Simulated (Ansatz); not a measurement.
Basis-set extrapolation for `FC[SiH](F)S` (PBE0-D4/def2-TZVP geometry, frozen core, Ansatz). Multiplicity 1, RHF reference.

|  | def2-TZVPP | def2-QZVPP |
| --- | --- | --- |
| HF | -925.760605 | -925.792092 |
| MP2 correlation | -0.963989 | -1.049883 |
| CCSD(T) correlation | -1.038652 | not run |

Energies in hartree. Use E(X) = E(∞) + A·exp(−7.88·√X) for Hartree–Fock and E(X) = E(∞) + B·X^(−2.97) for correlation, with X = 3 and 4, and add CCSD(T) minus MP2 of the smaller set to the MP2 limit.

**Question.** What is the CCSD(T) energy at the basis-set limit?

**Answer.** HF limit: -925.792092 + (-0.031487) × 0.13774 = -925.79643. MP2 limit: -1.049883 + (-0.085894) × 0.74074 = -1.11351. Higher-order term: -1.038652 − (-0.963989) = -0.07466. Total: -926.98460 hartree, 116.3 kcal/mol below CCSD(T)/def2-TZVPP.
